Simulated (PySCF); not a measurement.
# SiOBr₂: from structure and modes to constants

All numbers come from PySCF, PBE0, basis Si def2-SVP, O def2-SVP, Br def2-SVP (no relativity, density fitting).

The singlet minimum has C2v symmetry. Masses (u): Si 27.97693, O 15.99492, Br 78.91834.

```xyz
4
charge 0 multiplicity 1, angstrom
Si    0.0000    0.0000    0.8681
O     0.0000    0.0000    2.3923
Br    1.7767    0.0000   -0.3961
Br   -1.7767    0.0000   -0.3961
```

Harmonic wavenumbers (cm⁻¹): 127.5 (a1, ×1), 228.9 (b2, ×1), 260.5 (b1, ×1), 367.4 (a1, ×1), 529.0 (b2, ×1), 1256.7 (a1, ×1).

Task: Find the principal moments of inertia and the rotational constants. What kind of rotor is it?

Result: About the centre of mass I = 137.39, 498.26, 635.65 u Å². With B = 16.8576/I this gives 0.1227, 0.03383, 0.02652 cm⁻¹. The molecule is an asymmetric top with κ = -0.85.

Task: What is the harmonic zero-point energy?

Result: Half the sum of all 6 wavenumbers, 2770/2 = 1385 cm⁻¹, which is 16.6 kJ/mol (1 cm⁻¹ = 0.0119627 kJ/mol).

Task: Find the vibrational entropy and heat capacity at 298.15 K.

Result: With u = 1.43878 ω/T, each mode gives S = R[u/(eᵘ−1) − ln(1−e⁻ᵘ)] and C = R u² eᵘ/(eᵘ−1)².
```json
{"ω (cm⁻¹)": "127.5", "u": "0.615", "S (J/(mol K))": "12.48", "C (J/(mol K))": "8.06"}
{"ω (cm⁻¹)": "228.9", "u": "1.105", "S (J/(mol K))": "7.90", "C (J/(mol K))": "7.52"}
{"ω (cm⁻¹)": "260.5", "u": "1.257", "S (J/(mol K))": "6.94", "C (J/(mol K))": "7.30"}
{"ω (cm⁻¹)": "367.4", "u": "1.773", "S (J/(mol K))": "4.56", "C (J/(mol K))": "6.44"}
{"ω (cm⁻¹)": "529.0", "u": "2.553", "S (J/(mol K))": "2.47", "C (J/(mol K))": "4.96"}
{"ω (cm⁻¹)": "1256.7", "u": "6.064", "S (J/(mol K))": "0.14", "C (J/(mol K))": "0.71"}
```
The sums over all modes are S = 34.5 and C = 35.0 J/(mol K); the softest mode gives 36 % of the entropy.

Task: Give the standard entropy (298.15 K, 1 bar) by its translational, rotational, vibrational and spin parts, and Cp.

Result: Sackur–Tetrode with M = 201.81 u gives 175.0; rotation with symmetry number 2 gives 115.9; vibration 34.5; spin R ln 1 = 0.0. The total is 325.4 J/(mol K), and Cp = 4 R + 35.0 = 68.3 J/(mol K).

This need not be the most stable arrangement of these atoms.
